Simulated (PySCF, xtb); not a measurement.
C2H4Cl2Si, SMILES C=C[SiH](Cl)Cl. The values are those of a single conformer.

Harmonic wavenumbers (cm⁻¹) from GFN2-xTB (xtb) at its own minimum, in rising order: 34, 133, 138, 167, 311, 474, 479, 537, 635, 640, 721, 926, 1013, 1022, 1271, 1417, 1667, 2294, 3019, 3086, 3111.

Question: What does PBE-D3(BJ)/def2-SVP run with PySCF 2.14.0 give at its own minimum? (The exact figures need the calculation; the answer reports its results.)

Answer: 71, 160, 165, 176, 311, 505, 513, 585, 711, 776, 783, 952, 975, 995, 1224, 1371, 1618, 2201, 3052, 3087, 3145. Paired by order, the mean absolute difference is 42 cm⁻¹ and the zero-point energies are 33.0 and 33.4 kcal/mol.
